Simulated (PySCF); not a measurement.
## Interval between two levels of Cl²⁺ by level of theory

Cl²⁺ [Ne] 3s2 3p3 [4S3/2, M_J = 3/2] → Cl²⁺ [Ne] 3s1 3p4 [4P5/2, M_J = 5/2], as a difference of total energies. Calculation: PySCF 2.14, in x2c-TZVPall-2c with one added diffuse shell each of s, p type (6s7p2d1f, 44 functions); the two-component X2C-1e Hamiltonian. Correlated levels: [Ne] frozen. "Screened" scales the spin-orbit matrix elements by Boettger's factors to mimic the two-electron term; Breit and QED terms are absent.

```
                    method  interval between two levels (cm⁻¹)
           GHF (spin-free)                              105690
          GMP2 (spin-free)                              104690
 GHF (screened spin-orbit)                              105310
GMP2 (screened spin-orbit)                              104300
```

The labels give the starting determinants; with spin-orbit coupling the two ends relaxed to ⟨J²⟩ = 3.75, ⟨L²⟩ = 0.00, ⟨S²⟩ = 3.75 and ⟨J²⟩ = 8.76, ⟨L²⟩ = 2.00, ⟨S²⟩ = 3.75.
